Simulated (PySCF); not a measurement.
Compound: C₅H₆Cl₂O₂.
Atom-mapped SMILES: `[CH3:1][O:2]/[C:3]([C:4](=[O:5])[Cl:6])=[C:7](\[CH3:8])[Cl:9]` (hydrogens: H10, H11, H12 on C1; H13, H14, H15 on C8)

Structure used (GFN2-xTB), in Å, numbered top down from 1:
```
atom  x, y, z in Å
C1    -1.426   -1.409    0.139
O2    -0.380   -0.728    0.816
C3     0.608   -0.229    0.003
C4     1.605   -1.150   -0.549
O5     2.431   -0.935   -1.380
Cl6    1.526   -2.751    0.207
C7     0.676    1.111   -0.190
C8    -0.291    2.071    0.410
Cl9    1.929    1.822   -1.103
H10   -2.080   -1.792    0.919
H11   -1.983   -0.720   -0.505
H12   -1.050   -2.240   -0.462
H13   -0.761    2.662   -0.375
H14    0.236    2.759    1.068
H15   -1.045    1.536    0.979
```

Method used: TDDFT PBE0/def2-SVPD, vertical, gas phase, core orbitals frozen in the response (PySCF 2.14.0, density-fitted response routines).

Ground-to-excited transition dipoles (e·a0, same axes as the geometry; the sign carries no meaning), for the states with f of 0.002 or more among the lowest 8:

```
state  E (hartree)      μx      μy      μz
   S2       0.1754  -0.128   1.527  -0.053
   S3       0.1992   0.076  -0.400   0.012
   S4       0.2028  -0.052   0.172  -0.072
   S5       0.2145   0.046   0.199  -0.062
   S6       0.2217   0.109   0.040  -0.183
   S7       0.2406  -0.007   0.222  -0.030
   S8       0.2545   0.259  -0.086  -0.198
```

Work out the oscillator strengths.

f = (2/3) ΔE |μ|² with ΔE in hartree (27.2114 eV).

```json
{"state": "S2", "|μ|² (au)": "2.351", "|μ| (D)": "3.90", "f": "0.275"}
{"state": "S3", "|μ|² (au)": "0.166", "|μ| (D)": "1.04", "f": "0.022"}
{"state": "S4", "|μ|² (au)": "0.037", "|μ| (D)": "0.49", "f": "0.005"}
{"state": "S5", "|μ|² (au)": "0.046", "|μ| (D)": "0.54", "f": "0.007"}
{"state": "S6", "|μ|² (au)": "0.047", "|μ| (D)": "0.55", "f": "0.007"}
{"state": "S7", "|μ|² (au)": "0.050", "|μ| (D)": "0.57", "f": "0.008"}
{"state": "S8", "|μ|² (au)": "0.114", "|μ| (D)": "0.86", "f": "0.019"}
```

Which bond between heavy atoms lies closest to the direction of the S2 transition dipole?

C3–C7, at 10° from it; next C4–Cl6 at 24°.

What angle do the transition dipoles of S2 and S3 make?

|cos θ| = |μa·μb| / (|μa| |μb|) = 0.99, so θ ≈ 6° (taken between 0 and 90°, since the signs are arbitrary).

What peak molar absorption coefficient would the strongest computed level give as a lone Gaussian band 0.5 eV wide at half height?

ε(max) = 2.175×10⁸ f / FWHM, with the width in cm⁻¹. S2: 2.175×10⁸ × 0.2749 / 4033 ≈ 15000 L mol⁻¹ cm⁻¹.

Hardware: Arm Neoverse V1, one thread, no GPU, shared host with 32 logical CPUs at a one-minute load of 25. Cost: 65 s wall, 0.98 GiB resident at most.

One conformer stands for the species.
